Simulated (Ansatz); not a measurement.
`CCC(CC(CC(C)c1ccc(Cl)cc1)c1ccc(Cl)cc1)c1ccc(Cl)cc1` with charge -1. Total charge -1; doublet. Geometry r2SCAN-D4/def2-SVP; atoms count from 1.

Cartesian coordinates in Å:
```
C -1.730 3.187 0.327
C -1.257 1.740 0.263
C -0.161 1.500 -0.790
C 0.289 0.029 -0.825
C 0.879 -0.508 0.489
C 1.353 -1.965 0.338
C 0.243 -2.985 0.018
C 0.825 -4.404 -0.018
C -0.922 -2.887 0.984
C -2.213 -2.646 0.516
C -3.321 -2.550 1.393
C -3.079 -2.696 2.769
Cl -4.437 -2.576 3.884
C -1.806 -2.932 3.274
C -0.715 -3.030 2.379
C 2.001 0.353 1.032
C 3.113 0.688 0.234
C 4.177 1.454 0.764
C 4.108 1.871 2.091
Cl 5.433 2.821 2.758
C 3.019 1.561 2.911
C 1.964 0.796 2.359
C -0.582 1.953 -2.175
C 0.155 2.932 -2.854
C -0.211 3.359 -4.153
C -1.335 2.781 -4.747
Cl -1.808 3.302 -6.362
C -2.095 1.807 -4.101
C -1.708 1.393 -2.806
H -0.885 3.867 0.530
H -2.475 3.329 1.127
H -2.186 3.503 -0.625
H -2.112 1.066 0.064
H -0.864 1.442 1.250
H 0.715 2.109 -0.500
H -0.577 -0.597 -1.105
H 1.028 -0.093 -1.638
H 0.078 -0.518 1.249
H 1.851 -2.263 1.279
H 2.130 -2.020 -0.447
H -0.150 -2.762 -0.990
H 0.056 -5.140 -0.299
H 1.218 -4.691 0.972
H 1.655 -4.473 -0.743
H -2.376 -2.526 -0.562
H -4.331 -2.365 1.024
H -1.661 -3.034 4.352
H 0.288 -3.211 2.775
H 3.159 0.360 -0.809
H 5.043 1.720 0.153
H 2.993 1.906 3.947
H 1.102 0.537 2.983
H 1.031 3.373 -2.369
H 0.361 4.122 -4.684
H -2.970 1.380 -4.596
H -2.301 0.630 -2.292
```

Single mean-field runs in def2-SVP are fitted with def2-universal-jkfit. The highest occupied level of the relaxed charge -1 doublet lies above zero (up to 1.39 eV). Energy differences disagree on whether the electron is bound (positive means bound): -0.38 eV (each at its own geometry, against the charge 0 singlet, at PBE0-D4/def2-SVP), but 0.05 eV at PBE-D4/def2-SVP.

Question: Estimate the Mulliken populations of the heavy atoms from the PBE0/def2-SVP orbitals of Ansatz.

Answer: 
| atom | charge (e) | spin (α − β) |
| --- | --- | --- |
| C1 | -0.05 | 0.00 |
| C2 | -0.07 | 0.00 |
| C3 | -0.08 | 0.00 |
| C4 | 0.05 | 0.00 |
| C5 | -0.08 | 0.01 |
| C6 | 0.05 | 0.00 |
| C7 | -0.11 | 0.00 |
| C8 | 0.01 | 0.00 |
| C9 | -0.03 | -0.02 |
| C10 | -0.06 | 0.02 |
| C11 | -0.04 | 0.20 |
| C12 | 0.01 | -0.02 |
| Cl13 | -0.17 | 0.00 |
| C14 | -0.01 | 0.03 |
| C15 | -0.09 | 0.21 |
| C16 | -0.02 | -0.04 |
| C17 | -0.07 | 0.14 |
| C18 | -0.02 | 0.07 |
| C19 | 0.02 | -0.04 |
| Cl20 | -0.17 | 0.00 |
| C21 | -0.03 | 0.14 |
| C22 | -0.06 | 0.07 |
| C23 | -0.01 | -0.04 |
| C24 | -0.06 | 0.07 |
| C25 | -0.02 | 0.11 |
| C26 | 0.02 | -0.04 |
| Cl27 | -0.16 | 0.00 |
| C28 | -0.01 | 0.07 |
| C29 | -0.07 | 0.11 |
Mulliken values depend strongly on the basis.

Question: Where does the spin sit?

Answer: Summed by element: C 1.07, Cl 0.00, H -0.06, of 1 unpaired in all. Largest on single atoms: C15 0.21, C11 0.20, C21 0.14.

Question: And the Mayer bond orders between heavy atoms (over 0.3)?

Answer: C1–C2 1.10 (1.52 Å); C2–C3 1.04 (1.54 Å); C3–C4 1.05 (1.54 Å); C3–C23 1.00 (1.52 Å); C4–C5 1.04 (1.54 Å); C5–C6 1.06 (1.54 Å); C5–C16 1.00 (1.52 Å); C6–C7 1.04 (1.54 Å); C7–C8 1.07 (1.53 Å); C7–C9 1.00 (1.52 Å); C9–C10 1.48 (1.40 Å); C9–C15 1.30 (1.42 Å); C10–C11 1.27 (1.42 Å); C11–C12 1.33 (1.40 Å); C12–Cl13 0.92 (1.76 Å); C12–C14 1.46 (1.39 Å); C14–C15 1.28 (1.41 Å); C16–C17 1.35 (1.41 Å); C16–C22 1.45 (1.40 Å); C17–C18 1.28 (1.41 Å); C18–C19 1.43 (1.39 Å); C19–Cl20 0.92 (1.76 Å); C19–C21 1.38 (1.40 Å); C21–C22 1.26 (1.42 Å); C23–C24 1.43 (1.40 Å); C23–C29 1.36 (1.41 Å); C24–C25 1.27 (1.42 Å); C25–C26 1.39 (1.40 Å); C26–Cl27 0.93 (1.76 Å); C26–C28 1.41 (1.39 Å); C28–C29 1.30 (1.41 Å).
